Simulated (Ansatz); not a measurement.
`FC[O][SnH3]` + H₂S → `[SH][SnH3]` + `OCF` at 600 K and 1 bar (ligand exchange at the Sn–O bond).

Computed with Ansatz on PBE0-D4/def2-TZVP structures; ΔE is electronic, products minus reactants. CCSD(T)/CBS adds triple-zeta CCSD(T) − MP2 to the extrapolated MP2 energy (def2 sets, frozen cores). This one scheme is used for every species. Elements past krypton have def2 core potentials. For Sn outer-core shells are correlated without core-valence functions, which leaves a few kJ/mol of doubt a bond. Each species was taken in one conformer, which may not be the lowest.

| species | CCSD(T)/CBS energy (Eh) | H − E (kJ/mol) | S (J/(mol·K)) |
| --- | --- | --- | --- |
| `FC[O][SnH3]` | -430.03212 | 198.5 | 420.7 |
| H₂S | -398.97279 | 60.8 | 230.9 |
| `[SH][SnH3]` | -614.20548 | 117.8 | 361.0 |
| `OCF` | -214.81254 | 149.8 | 300.3 |

H − E and S are ideal-gas, rigid-rotor, harmonic terms from PBE0-D4/def2-TZVP, for one conformer and one mirror image of each species. 1 Eh = 2625.50 kJ/mol, R = 8.31446 J/(mol·K).

Q: By hand: ΔE, ΔH, ΔS and ΔG.

A: ΔE = (-614.20548) + (-214.81254) − (-430.03212) − (-398.97279) = -0.01311 Eh = -34.4 kJ/mol. Δ(H − E) = 117.8 + 149.8 − 198.5 − 60.8 = 8.3, so ΔH = -26.1 kJ/mol. ΔS = 361.0 + 300.3 − 420.7 − 230.9 = 9.7 J/(mol·K). ΔG = -26.1 − 600 × (9.7)/1000 = -31.9 kJ/mol.

Q: By hand: the equilibrium constant, and the temperature at which ΔG would vanish if ΔH and ΔS stayed fixed.

A: log₁₀ K = −ΔG/(RT ln 10) = 2.8. ΔH and −TΔS have one sign here, so there is no such temperature.

The number of gas molecules stays the same, so ΔS is small and ΔH decides. A doubt of 5 kJ/mol in ΔE shifts log₁₀ K by 0.4 here. Other conformers and mirror images would add mixing entropy, several J/(mol·K) or more a flexible species. These are equilibria of isolated gas molecules and say nothing of rates. Largest T1 diagnostic: 0.013 (customary marks: 0.02 for closed shells, 0.045 for open ones).

ΔS is within the doubt of such terms, so its sign, and with it that verdict, could turn.
